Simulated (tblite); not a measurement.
Parent: `[CH2:1]=[CH:2][Si@:3]1([PH2:4])[CH2:5][CH2:6][O:7]1` with C1–C2–Si3–P4 0°, C2–Si3–P4–H -160° and -67°, C4H9OPSi.

Computed geometry: GFN2-xTB, gas phase. One conformer each, not checked by frequencies here.

| coordinate of the parent | value |
| --- | --- |
| C1=C2 | 1.322 Å |
| C2–Si3 | 1.887 Å |
| Si3–P4 | 2.243 Å |
| Si3–C5 | 1.921 Å |
| C5–C6 | 1.525 Å |
| C6–O7 | 1.426 Å |
| Si3–O7 | 1.666 Å |
| C1–C2–Si3 | 122.0° |
| C2–Si3–P4 | 109.4° |
| C2–Si3–C5 | 116.4° |
| C2–Si3–O7 | 113.9° |
| P4–Si3–C5 | 123.6° |
| P4–Si3–O7 | 111.2° |
| C5–Si3–O7 | 78.6° |
| Si3–C5–C6 | 83.6° |
| C5–C6–O7 | 101.1° |
| Si3–O7–C6 | 96.7° |

**Question.** How does the shared frame change in `[CH2:1]=[C:2]([CH2:3][SiH3:4])[Si@@:5]1([PH2:6])[CH2:7][CH2:8][O:9]1` with C1–C2–C3–Si4 100°, C1–C2–Si5–P6 -42°, C2–Si5–P6–H 33° and -60°, C5H13OPSi2? Atoms pair as C1 = C1, C2 = C2, Si3 = Si5, P4 = P6, C5 = C7, C6 = C8, O7 = O9 (parent first).

**Answer.** 
| parent | relative | value in the relative | change |
| --- | --- | --- | --- |
| C1=C2 | C1=C2 | 1.328 Å | +0.006 |
| C2–Si3 | C2–Si5 | 1.898 Å | +0.011 |
| Si3–P4 | Si5–P6 | 2.249 Å | +0.006 |
| Si3–C5 | Si5–C7 | 1.916 Å | -0.005 |
| C5–C6 | C7–C8 | 1.525 Å | 0.000 |
| C6–O7 | C8–O9 | 1.424 Å | -0.002 |
| Si3–O7 | Si5–O9 | 1.670 Å | +0.004 |
| C1–C2–Si3 | C1–C2–Si5 | 120.7° | -1.3 |
| C2–Si3–P4 | C2–Si5–P6 | 116.5° | +7.1 |
| C2–Si3–C5 | C2–Si5–C7 | 117.2° | +0.8 |
| C2–Si3–O7 | C2–Si5–O9 | 111.6° | -2.3 |
| P4–Si3–C5 | P6–Si5–C7 | 116.4° | -7.2 |
| P4–Si3–O7 | P6–Si5–O9 | 110.0° | -1.2 |
| C5–Si3–O7 | C7–Si5–O9 | 78.6° | 0.0 |
| Si3–C5–C6 | Si5–C7–C8 | 83.6° | 0.0 |
| C5–C6–O7 | C7–C8–O9 | 101.2° | +0.1 |
| Si3–O7–C6 | Si5–O9–C8 | 96.5° | -0.2 |

Of the parent's bonds, C2–Si3 changes most (+0.011 Å). Bonds of the relative outside the shared frame: C2–C3 1.491, C3–Si4 1.911 Å. Point group C1 → C1.

**Question.** How does the shared frame change in `[CH2:1]=[C:2]([CH3:3])[Si@@:4]1([PH2:5])[CH2:6][CH2:7][O:8]1` with C1–C2–Si4–P5 -10°, C2–Si4–P5–H -156° and -63°, C5H11OPSi? Atoms pair as C1 = C1, C2 = C2, Si3 = Si4, P4 = P5, C5 = C6, C6 = C7, O7 = O8 (parent first).

**Answer.** 
| parent | relative | value in the relative | change |
| --- | --- | --- | --- |
| C1=C2 | C1=C2 | 1.325 Å | +0.003 |
| C2–Si3 | C2–Si4 | 1.893 Å | +0.006 |
| Si3–P4 | Si4–P5 | 2.253 Å | +0.010 |
| Si3–C5 | Si4–C6 | 1.917 Å | -0.004 |
| C5–C6 | C6–C7 | 1.525 Å | 0.000 |
| C6–O7 | C7–O8 | 1.428 Å | +0.002 |
| Si3–O7 | Si4–O8 | 1.671 Å | +0.005 |
| C1–C2–Si3 | C1–C2–Si4 | 119.8° | -2.2 |
| C2–Si3–P4 | C2–Si4–P5 | 109.7° | +0.3 |
| C2–Si3–C5 | C2–Si4–C6 | 117.9° | +1.5 |
| C2–Si3–O7 | C2–Si4–O8 | 113.6° | -0.3 |
| P4–Si3–C5 | P5–Si4–C6 | 117.7° | -5.9 |
| P4–Si3–O7 | P5–Si4–O8 | 116.4° | +5.2 |
| C5–Si3–O7 | C6–Si4–O8 | 78.6° | 0.0 |
| Si3–C5–C6 | Si4–C6–C7 | 83.9° | +0.3 |
| C5–C6–O7 | C6–C7–O8 | 101.0° | -0.1 |
| Si3–O7–C6 | Si4–O8–C7 | 96.5° | -0.2 |

Of the parent's bonds, Si3–P4 changes most (+0.010 Å). Bonds of the relative outside the shared frame: C2–C3 1.497 Å. Point group C1 → C1.
